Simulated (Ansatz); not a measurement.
CH5ClO2Si, SMILES `C[Si](O)(O)Cl`. The species carries charge 0 and has multiplicity 1.

Cartesian coordinates in Å:
```
C -0.080 0.722 1.217
Si 0.080 -0.295 -0.308
O -1.049 0.033 -1.447
O 1.558 -0.015 -0.929
Cl -0.140 -2.297 0.172
H -1.039 0.541 1.704
H -0.012 1.783 0.964
H 0.718 0.482 1.922
H -1.799 -0.559 -1.509
H 1.764 -0.395 -1.785
```

**Question.** List the harmonic frequencies (cm⁻¹, unscaled) at PBE0-D4/def2-TZVP in Ansatz. (An estimate is asked.)

**Answer.** The calculation gave: 132, 146, 190, 220, 247, 270, 310, 359, 505, 719, 772, 784, 827, 848, 930, 984, 1288, 1444, 1446, 3061, 3148, 3154, 3920, 3932.

**Question.** Is this a minimum?

**Answer.** Yes, all 24 modes are real.

**Question.** Give the ideal-gas thermochemistry at 298.15 K and 1 bar (rigid rotor, harmonic oscillator; point group C1, symmetry number 1).

**Answer.** Zero-point energy 177.2 kJ/mol; H(298) − E = 200.0 kJ/mol; entropy 355.5 J/(mol·K), of which translation 167.8, rotation 113.7, vibration 74.0; G(298) − E = 94.0 kJ/mol.

**Question.** Rotational constants (cm⁻¹)?

**Answer.** 0.1227, 0.07933, 0.07558.
